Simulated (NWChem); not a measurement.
All runs are NWChem calculations. System: Cl₂Pb, charge 0, spin multiplicity 1, at a geometry optimised with B3LYP/def2-SVP with def2 effective core potentials on Pb. The structure started from a generated list of species. Level: BLYP/def2-TZVP with def2 effective core potentials on Pb.

Input file:

```
start mol
memory heap 200 mb stack 900 mb global 1100 mb
geometry units angstroms nocenter noautoz
  Pb     0.000000     0.000000    -0.465769
  Cl     1.936313     0.000000     1.123325
  Cl    -1.936313     0.000000     1.123325
  symmetry group C2v
end
basis spherical
  * library def2-tzvp
end
ecp
  Pb library def2-ecp
end
dft
  xc becke88 lyp
  semidirect memsize 60000000 filesize 0
  iterations 100
end
task dft energy
```

Part of the output:

```
             Northwest Computational Chemistry Package (NWChem) 7.3.0
             --------------------------------------------------------

                                NWChem Input Module
                                -------------------

 Scaling coordinates for geometry "geometry" by  1.889725989
 (inverse scale =  0.529177249)

 Turning off AUTOSYM since
 SYMMETRY directive was detected!

                             Geometry "geometry" -> ""
                             -------------------------

 Output coordinates in angstroms (scale by  1.889725989 to convert to a.u.)

  No.       Tag          Charge          X              Y              Z
 ---- ---------------- ---------- -------------- -------------- --------------
    1 Pb                  82.0000     0.00000000     0.00000000    -0.46576900
    2 Cl                  17.0000     1.93631300     0.00000000     1.12332500
    3 Cl                  17.0000    -1.93631300     0.00000000     1.12332500

 Effective nuclear repulsion energy (a.u.)     628.4744569732

            Nuclear Dipole moment (a.u.)
            ----------------------------
        X                 Y               Z
 ---------------- ---------------- ----------------
     0.0000000000     0.0000000000    -0.0000151178

      Symmetry information
      --------------------

 Group name             C2v
 Group number             16
 Group order               4
 No. of unique centers     2

      Symmetry unique atoms

     1    2


 Summary of "ao basis" -> "" (spherical)
 ------------------------------------------------------------------------------
       Tag                 Description            Shells   Functions and Types
 ---------------- ------------------------------  ------  ---------------------
 *                         def2-tzvp                  on all atoms

                                 NWChem DFT Module
                                 -----------------

 Summary of "ao basis" -> "ao basis" (spherical)
 ------------------------------------------------------------------------------
       Tag                 Description            Shells   Functions and Types
 ---------------- ------------------------------  ------  ---------------------
 Pb                        def2-tzvp                16       50   6s5p3d2f
 Cl                        def2-tzvp                13       37   5s5p2d1f

 Summary of "ao basis" -> "ao basis" (spherical)
 ------------------------------------------------------------------------------
       Tag                 Description            Shells   Functions and Types
 ---------------- ------------------------------  ------  ---------------------
 Pb                        def2-tzvp                16       50   6s5p3d2f
 Cl                        def2-tzvp                13       37   5s5p2d1f

      Symmetry analysis of basis
      --------------------------

        a1         46
        a2         17
        b1         37
        b2         24

            General Information
            -------------------
          SCF calculation type: DFT
          Wavefunction type:  closed shell.
          No. of atoms     :     3
          No. of electrons :    56
           Alpha electrons :    28
            Beta electrons :    28
          Charge           :     0
          Spin multiplicity:     1
          Use of symmetry is: on ; symmetry adaption is: on
          Maximum number of iterations: 100
          AO basis - number of functions:   124
                     number of shells:    42
          Convergence on energy requested:  1.00D-06
          Convergence on density requested:  1.00D-05
          Convergence on gradient requested:  5.00D-04

              XC Information
              --------------
                    Becke 1988 Exchange Functional  1.000
              Lee-Yang-Parr Correlation Functional  1.000

             Grid Information
             ----------------
          Grid used for XC integration:  medium
          Radial quadrature: Mura-Knowles
          Angular quadrature: Lebedev.
          Tag              B.-S. Rad. Rad. Pts. Rad. Cut. Ang. Pts.
          ---              ---------- --------- --------- ---------
          Pb                  1.80      123           9.0       590
          Cl                  1.00       88          11.0       590
          Grid pruning is: on
          Number of quadrature shells:   211
          Spatial weights used:  Erf1

          Convergence Information
          -----------------------
          Convergence aids based upon iterative change in
          total energy or number of iterations.
          Levelshifting, if invoked, occurs when the
          HOMO/LUMO gap drops below (HL_TOL):  1.00D-02
          DIIS, if invoked, will attempt to extrapolate
          using up to (NFOCK): 10 stored Fock matrices.

                    Damping( 0%)  Levelshifting(0.5)       DIIS
                  --------------- ------------------- ---------------
          dE  on:    start            ASAP                start
          dE off:    2 iters        100 iters           100 iters

      Screening Tolerance Information
      -------------------------------
          Density screening/tol_rho:  1.00D-10
          AO Gaussian exp screening on grid/accAOfunc:  14
          CD Gaussian exp screening on grid/accCDfunc:  20
          XC Gaussian exp screening on grid/accXCfunc:  20
          Schwarz screening/accCoul:  1.00D-08

      Superposition of Atomic Density Guess
      -------------------------------------

 Sum of atomic energies:       -1138.31600006

      Non-variational initial energy
      ------------------------------

 Total energy =   -1110.760024
 1-e energy   =   -2000.179468
 2-e energy   =     691.908803
 HOMO         =      -0.337229
 LUMO         =      -0.051645

      Symmetry analysis of molecular orbitals - initial
      -------------------------------------------------

  Numbering of irreducible representations:

     1 a1          2 a2          3 b1          4 b2

  Orbital symmetries:

     1 a1          2 b1          3 a1          4 b1          5 b1
     6 a1          7 b2          8 b1          9 a1         10 a2
    11 a1         12 b1         13 a1         14 b2         15 a1
    16 b1         17 a1         18 a2         19 b2         20 a1
    21 b1         22 a1         23 b1         24 a1         25 b2
    26 a2         27 b1         28 a1         29 b2         30 a1
    31 b1         32 b2         33 a1         34 b1         35 a1
    36 b2         37 a2         38 a1

------------------------------------------------------------
EAF file 0: "./mol.aoints.0" size=524288 bytes
------------------------------------------------------------
               write      read    awrite     aread      wait
               -----      ----    ------     -----      ----
     calls:        1         0         0         0         0
   data(b): 5.24e+05  0.00e+00  0.00e+00  0.00e+00
   time(s): 0.00e+00  0.00e+00  0.00e+00  0.00e+00  0.00e+00
rate(mb/s): 0.00e+00  0.00e+00
------------------------------------------------------------

   convergence    iter        energy       DeltaE   RMS-Dens  Diis-err    time
 ---------------- ----- ----------------- --------- --------- ---------  ------
 d= 0,ls=0.0,diis     1  -1113.2872737439 -1.31D+03  2.14D-02  1.87D+00     4.7
 d= 0,ls=0.0,diis     2  -1112.4740790913  8.13D-01  1.80D-02  5.21D+00     5.1
 d= 0,ls=0.0,diis     3  -1113.3060114254 -8.32D-01  4.79D-03  5.96D-01     5.4
 d= 0,ls=0.0,diis     4  -1113.3958097252 -8.98D-02  1.65D-03  2.17D-02     5.8
 d= 0,ls=0.0,diis     5  -1113.3971108344 -1.30D-03  5.69D-04  1.19D-02     6.1
  Resetting Diis
 d= 0,ls=0.0,diis     6  -1113.3983143549 -1.20D-03  2.41D-04  1.14D-03     6.5
 d= 0,ls=0.0,diis     7  -1113.3985215837 -2.07D-04  7.65D-05  1.28D-05     6.8
 d= 0,ls=0.0,diis     8  -1113.3985129391  8.64D-06  5.24D-05  6.97D-05     7.1
 d= 0,ls=0.0,diis     9  -1113.3985236506 -1.07D-05  3.98D-06  6.52D-07     7.5
 d= 0,ls=0.0,diis    10  -1113.3985237266 -7.60D-08  1.71D-06  3.66D-08     7.8

         Total DFT energy =    -1113.398523726584
      One electron energy =    -2002.069050600887
           Coulomb energy =      763.716566682617
    Exchange-Corr. energy =      -72.556680223815
 Nuclear repulsion energy =      197.510640415502

 Numeric. integr. density =       55.999999351054

     Total iterative time =      6.3s

                  Occupations of the irreducible representations
                  ----------------------------------------------

                     irrep           alpha         beta
                     --------     --------     --------
                     a1               12.0         12.0
                     a2                3.0          3.0
                     b1                9.0          9.0
                     b2                4.0          4.0

                       DFT Final Molecular Orbital Analysis
                       ------------------------------------

 Vector   26  Occ=2.000000D+00  E=-2.623029D-01  Symmetry=a2
              MO Center=  3.0D-14, -1.5D-14,  1.1D+00, r^2= 4.9D+00
   Bfn.  Coefficient  Atom+Function         Bfn.  Coefficient  Atom+Function
  ----- ------------  ---------------      ----- ------------  ---------------
    66      0.367747  2 Cl py               103     -0.367747  3 Cl py
    69      0.267583  2 Cl py               106     -0.267583  3 Cl py
    63      0.185020  2 Cl py               100     -0.185020  3 Cl py
    57     -0.149474  2 Cl py                94      0.149474  3 Cl py
    60     -0.067242  2 Cl py                97      0.067242  3 Cl py

 Vector   27  Occ=2.000000D+00  E=-2.547628D-01  Symmetry=b1
              MO Center=  9.2D-13,  1.5D-14,  1.1D+00, r^2= 5.0D+00
   Bfn.  Coefficient  Atom+Function         Bfn.  Coefficient  Atom+Function
  ----- ------------  ---------------      ----- ------------  ---------------
    65      0.305340  2 Cl px               102      0.305340  3 Cl px
    67     -0.220348  2 Cl pz               104      0.220348  3 Cl pz
    68      0.213612  2 Cl px               105      0.213612  3 Cl px
    70     -0.159780  2 Cl pz               107      0.159780  3 Cl pz
    62      0.151683  2 Cl px                99      0.151683  3 Cl px

 Vector   28  Occ=2.000000D+00  E=-2.527757D-01  Symmetry=a1
              MO Center= -8.0D-13,  2.0D-15,  8.4D-01, r^2= 5.1D+00
   Bfn.  Coefficient  Atom+Function         Bfn.  Coefficient  Atom+Function
  ----- ------------  ---------------      ----- ------------  ---------------
    67      0.353791  2 Cl pz               104      0.353791  3 Cl pz
    70      0.259139  2 Cl pz               107      0.259139  3 Cl pz
     6      0.246175  1 Pb s                  5      0.228265  1 Pb s
     3     -0.198599  1 Pb s                 64      0.177881  2 Cl pz
   101      0.177881  3 Cl pz                58     -0.143281  2 Cl pz

 Vector   29  Occ=0.000000D+00  E=-1.407938D-01  Symmetry=b2
              MO Center= -3.4D-15, -2.7D-15, -3.7D-01, r^2= 3.9D+00
   Bfn.  Coefficient  Atom+Function         Bfn.  Coefficient  Atom+Function
  ----- ------------  ---------------      ----- ------------  ---------------
    17      0.575209  1 Pb py                11     -0.416771  1 Pb py
    14      0.344699  1 Pb py                20      0.255527  1 Pb py
    69     -0.157599  2 Cl py               106     -0.157599  3 Cl py
    66     -0.148647  2 Cl py               103     -0.148647  3 Cl py
     8      0.086466  1 Pb py                63     -0.084144  2 Cl py

 Vector   30  Occ=0.000000D+00  E=-7.134980D-02  Symmetry=a1
              MO Center=  7.8D-15, -6.1D-16, -3.8D-01, r^2= 5.3D+00
   Bfn.  Coefficient  Atom+Function         Bfn.  Coefficient  Atom+Function
  ----- ------------  ---------------      ----- ------------  ---------------
     5      0.475987  1 Pb s                 18      0.474481  1 Pb pz
    21      0.467360  1 Pb pz                12     -0.344179  1 Pb pz
    15      0.297315  1 Pb pz                68      0.225716  2 Cl px
   105     -0.225716  3 Cl px                 3     -0.207400  1 Pb s
    55     -0.194584  2 Cl s                 92     -0.194584  3 Cl s

 Vector   31  Occ=0.000000D+00  E=-6.023542D-02  Symmetry=b1
              MO Center=  1.6D-14, -1.5D-15, -5.0D-01, r^2= 5.3D+00
   Bfn.  Coefficient  Atom+Function         Bfn.  Coefficient  Atom+Function
  ----- ------------  ---------------      ----- ------------  ---------------
    19      0.520683  1 Pb px                16      0.462428  1 Pb px
    10     -0.355426  1 Pb px                13      0.315427  1 Pb px
    55     -0.197722  2 Cl s                 92      0.197722  3 Cl s
    70      0.189410  2 Cl pz               107     -0.189410  3 Cl pz
    67      0.161065  2 Cl pz               104     -0.161065  3 Cl pz

 center of mass
 --------------
 x =   0.00000000 y =   0.00000000 z =  -0.12447674

 moments of inertia (a.u.)
 ------------------
         471.967151703569           0.000000000000           0.000000000000
           0.000000000000        1408.364423764150           0.000000000000
           0.000000000000           0.000000000000         936.397272060581

     Multipole analysis of the density
     ---------------------------------

     L   x y z        total         alpha         beta         nuclear
     -   - - -        -----         -----         ----         -------
     0   0 0 0     -0.000000    -28.000000    -28.000000     56.000000

     1   1 0 0     -0.000000     -0.000000     -0.000000      0.000000
     1   0 1 0     -0.000000     -0.000000     -0.000000      0.000000
     1   0 0 1     -1.728117    -27.269325    -27.269325     52.810532

     2   2 0 0    -46.165496   -250.696090   -250.696090    455.226684
     2   1 1 0      0.000000      0.000000      0.000000      0.000000
     2   1 0 1     -0.000000     -0.000000     -0.000000      0.000000
     2   0 2 0    -37.061232    -18.530616    -18.530616      0.000000
     2   0 1 1     -0.000000     -0.000000     -0.000000      0.000000
     2   0 0 2    -40.274637   -105.264179   -105.264179    170.253722

 Task  times  cpu:        7.8s     wall:        7.8s

 Total times  cpu:        7.9s     wall:        7.9s
```
